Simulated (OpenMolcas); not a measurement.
**Levels of B II by method**

```yaml
Program: OpenMolcas 26.06
Basis: ANO-RCC-VTZP [4s3p2d1f]
Scalar_Hamiltonian: DKH2, point nucleus
Active_space: 2 electrons in 9 orbitals (RAS2 2s 2p; RAS3 3d, at most 2 electrons)
State_averaging: 2S+1 = 3 even, 3 roots; 2S+1 = 1 even, 7 roots; 2S+1 = 3 odd, 3 roots; 2S+1 = 1 odd, 3 roots
Spin-orbit_coupling: RASSI with atomic mean-field integrals over the reference wave functions, term energies averaged over their components
```

Methods on the same reference wave functions:
A. RASSCF
B. SS-RASPT2, IPEA 0.25 Eh, imaginary shift 0.1 Eh (closed shells correlated: 1s)
C. MS-RASPT2, IPEA 0.25 Eh, imaginary shift 0.1 Eh (closed shells correlated: 1s)
D. XMS-RASPT2, IPEA 0.25 Eh, imaginary shift 0.1 Eh (closed shells correlated: 1s)

Energies in cm-1 above 2s2 1S0, the measured ground level; measured values from NIST Handbook of Basic Atomic Spectroscopic Data.

```csv
Level,A,B,C,D,Measured
2s2 1S0,0.0,0.0,0.0,0.0,0.0
2s 2p 3P* 0,36753,37160,37190,37430,37336
2s 2p 3P* 1,36761,37170,37190,37440,37342
2s 2p 3P* 2,36775,37180,37210,37450,37358
2s 2p 1P* 1,75499,74160,74190,74310,73397
2p2 3P0,99420,99050,99080,99250,98911
2p2 3P1,99427,99060,99080,99260,98920
2p2 3P2,99442,99070,99100,99280,98933
2p2 1D2,103701,102860,102880,102990,102363
2p2 1S0,136737,130990,131040,131140,127661
```

Deviations, from unrounded energies. A percentage is the sum of absolute deviations over the sum of measured energies, with the sign that they share, or ± where signs differ.

| Against measurement | Levels | A | B | C | D |
| --- | --- | --- | --- | --- | --- |
| mean absolute deviation (cm-1) | 9 | 1800 | 610 | 630 | 700 |
| other configurations (%) | 9 | ±2.2 | ±0.8 | ±0.8 | +0.9 |

B, C lie about equally close to measurement and A furthest from it. The largest miss of B in the table is 2p2 1S0, by +3300 cm-1. The ranking rests on the paired levels alone, and a cruder setting can come out closer through cancelling errors.

Among B to D the level of the table that moves most is 2s 2p 3P* 0, by 270 cm-1 (lowest in B, highest in D). Moves below CASPT2's spread within the term are not significant.

The lowest spin-free term lies below A's lowest term by 0.027 hartree in B, 0.027 hartree in C, 0.028 hartree in D.

CASPT2 breaks the degeneracy within a term, and the mean is taken; among the terms shown or strongly mixed into the levels shown the widest spread is 17 cm-1 (2p2 1D, D). Active for correlation alone: 3d; no level in the range computed is led by a configuration that fills it, so any true level of that kind is missing. Without dynamic correlation excited terms often stand tens of per cent too high (terms of higher spin than the ground term too low), and those without a measured partner can miss by more than the paired ones (holds for A). Measured partners are found by configuration, term and J. A level has none where our copy of the source lacks it or the pairing is in doubt (some pairs that miss far off the trend of their configuration count as doubtful), and it then counts in no deviation. Levels of configurations outside the active space are missing.

* marks odd parity.
